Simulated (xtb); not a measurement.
C4H3O (SMILES [c-]1ccoc1), charge -1, singlet, from a rough starting geometry; GFN2-xTB (xtb 6.7.1).

Here is a job for xtb.
```
$ xtb mol.xyz --gfn 2 --chrg -1 --opt vtight --json

# file mol.xyz
8

O     -0.00157993     0.10955566     1.23031879
C      0.02809777     1.27411552     0.31927674
C     -0.04797261    -0.89606684     0.34251835
C     -0.01791940     0.87139174    -0.91319258
C     -0.01438652    -0.56473708    -0.99589037
H     -0.03582346     2.25678097     0.89518385
H      0.02684417    -1.88277551     0.86742851
H      0.00021280    -1.21909013    -1.83528981
```

It wrote (shortened):

```
   ID    Z sym.   atoms
    1    8 O      1
    2    6 C      2-5
    3    1 H      6-8

           -------------------------------------------------
          |                Calculation Setup                |
           -------------------------------------------------

           -------------------------------------------------
          |                 G F N 2 - x T B                 |
           -------------------------------------------------

          ...................................................
          :                      SETUP                      :
          :.................................................:
          :  # basis functions                  23          :
          :  # atomic orbitals                  23          :
          :  # shells                           13          :
          :  # electrons                        26          :
          :  max. iterations                   250          :
          :  Hamiltonian                  GFN2-xTB          :
          :  restarted?                      false          :
          :  GBSA solvation                  false          :
          :  PC potential                    false          :
          :  electronic temp.          300.0000000     K    :
          :  accuracy                    1.0000000          :
          :  -> integral cutoff          0.2500000E+02      :
          :  -> integral neglect         0.1000000E-07      :
          :  -> SCF convergence          0.1000000E-05 Eh   :
          :  -> wf. convergence          0.1000000E-03 e    :
          :  Broyden damping             0.4000000          :
          :  net charge                         -1          :
          :  unpaired electrons                  0          :
          ...................................................

 iter      E             dE          RMSdq      gap      omega  full diag
   1    -14.3306954 -0.143307E+02  0.597E+00    3.71       0.0  T
   2    -14.3800351 -0.493397E-01  0.424E+00    1.53       1.0  T
   3    -14.3906362 -0.106012E-01  0.211E+00    2.41       1.0  T
   4    -14.3959071 -0.527089E-02  0.877E-01    2.22       1.0  T
   5    -14.3995247 -0.361762E-02  0.154E-01    2.20       1.0  T
   6    -14.3995557 -0.309780E-04  0.862E-02    2.19       1.0  T
   7    -14.3995728 -0.170598E-04  0.349E-02    2.20       1.0  T
   8    -14.3995745 -0.179072E-05  0.717E-03    2.20       4.9  T
   9    -14.3995746 -0.428343E-07  0.397E-03    2.20       8.9  T
  10    -14.3995746 -0.480457E-07  0.136E-03    2.20      25.9  T
  11    -14.3995746 -0.171559E-08  0.214E-04    2.20     165.3  T
  12    -14.3995746 -0.548290E-10  0.862E-05    2.20     410.0  T

   *** convergence criteria satisfied after 12 iterations ***

         :::::::::::::::::::::::::::::::::::::::::::::::::::::
         ::                     SUMMARY                     ::
         :::::::::::::::::::::::::::::::::::::::::::::::::::::
         :: total energy             -14.216462823100 Eh    ::
         :: gradient norm              0.146285416371 Eh/a0 ::
         :: HOMO-LUMO gap              2.197397373938 eV    ::
         ::.................................................::
         :: SCC energy               -14.399574049677 Eh    ::
         :: -> isotropic ES            0.148220640395 Eh    ::
         :: -> anisotropic ES          0.003648378657 Eh    ::
         :: -> anisotropic XC          0.004339576740 Eh    ::
         :: -> dispersion             -0.005394903899 Eh    ::
         :: repulsion energy           0.183111226577 Eh    ::
         :: add. restraining           0.000000000000 Eh    ::
         :: total charge              -1.000000000000 e     ::
         :::::::::::::::::::::::::::::::::::::::::::::::::::::

      -----------------------------------------------------------
     |                   =====================                   |
     |                        A N C O P T                        |
[...]
 * total energy  :   -14.2164628 Eh     change       -0.4237855E-10 Eh
 * total energy  :   -14.2330913 Eh     change       -0.1662844E-01 Eh
 * total energy  :   -14.2359368 Eh     change       -0.2845549E-02 Eh
 * total energy  :   -14.2364255 Eh     change       -0.4886828E-03 Eh
 * total energy  :   -14.2367180 Eh     change       -0.2925031E-03 Eh
 * total energy  :   -14.2367692 Eh     change       -0.5119612E-04 Eh
 * total energy  :   -14.2367772 Eh     change       -0.7970425E-05 Eh
 * total energy  :   -14.2367794 Eh     change       -0.2280843E-05 Eh
 * total energy  :   -14.2367797 Eh     change       -0.3032752E-06 Eh
 * total energy  :   -14.2367798 Eh     change       -0.9992024E-07 Eh
   *** GEOMETRY OPTIMIZATION CONVERGED AFTER 10 ITERATIONS ***
         :: total energy             -14.236779848675 Eh    ::
[...]
         8        2.0000           -0.2612686              -7.1095
         9        2.0000           -0.2380523              -6.4777
        10        2.0000           -0.1875341              -5.1031
        11        2.0000           -0.1615773              -4.3967
        12        2.0000           -0.1224772              -3.3328
        13        2.0000           -0.0746462              -2.0312 (HOMO)
        14                          0.0314993               0.8571 (LUMO)
        15                          0.1138988               3.0993
        16                          0.2911643               7.9230
        17                          0.3457954               9.4096
        18                          0.3621756               9.8553
        19                          0.3819347              10.3930
        20                          0.4759291              12.9507
        21                          0.6285182              17.1029
        22                          0.7223748              19.6568
        23                          0.8726972              23.7473
      -------------------------------------------------------------
                  HL-Gap            0.1061455 Eh            2.8884 eV
             Fermi-level           -0.0215735 Eh           -0.5870 eV

     #   Z          covCN         q      C6AA      α(0)
     1   8 O        1.713    -0.351    19.899     6.023
     2   6 C        3.136     0.033    27.051     8.513
     3   6 C        2.986     0.047    26.944     8.515
     4   6 C        2.004    -0.379    43.220    10.617
     5   6 C        3.092    -0.075    29.746     8.939
     6   1 H        0.925    -0.098     5.478     3.660
     7   1 H        0.925    -0.085     5.061     3.518
     8   1 H        0.925    -0.093     5.312     3.604

 Mol. C6AA /au·bohr⁶  :       1136.356160
 Mol. C8AA /au·bohr⁸  :      26991.755008
 Mol. α(0) /au        :         53.389086

Wiberg/Mayer (AO) data.
largest (>0.10) Wiberg bond orders for each atom

 ---------------------------------------------------------------------------
     #   Z sym  total        # sym  WBO       # sym  WBO       # sym  WBO
 ---------------------------------------------------------------------------
     1   8 O    2.268 --     3 C    1.101     2 C    0.955     5 C    0.116
     2   6 C    3.799 --     4 C    1.685     6 H    0.960     1 O    0.955
                             3 C    0.152
     3   6 C    3.882 --     5 C    1.634     1 O    1.101     7 H    0.956
                             2 C    0.152
     4   6 C    3.002 --     2 C    1.685     5 C    1.185
     5   6 C    3.941 --     3 C    1.634     4 C    1.185     8 H    0.965
                             1 O    0.116
     6   1 H    0.990 --     2 C    0.960
     7   1 H    0.993 --     3 C    0.956
     8   1 H    0.991 --     5 C    0.965
 ---------------------------------------------------------------------------

Topologies differ in total number of bonds
Writing topology from bond orders to xtbtopo.mol

molecular dipole:
                 x           y           z       tot (Debye)
 q only:        0.018      -0.582       0.111
   full:        0.023      -1.171       0.811       3.620
molecular quadrupole (traceless):
                xx          xy          yy          xz          yz          zz
 q only:        4.567       0.045      -1.790      -0.024       0.101      -2.777
  q+dip:        4.251       0.064      -1.303      -0.056       3.268      -2.947
   full:        5.312       0.069      -1.197      -0.063       3.466      -4.115

optimized geometry written to: xtbopt.xyz

           -------------------------------------------------
          | TOTAL ENERGY              -14.236779848675 Eh   |
          | GRADIENT NORM               0.000102875744 Eh/α |
          | HOMO-LUMO GAP               2.888365971066 eV   |
           -------------------------------------------------

normal termination of xtb
```
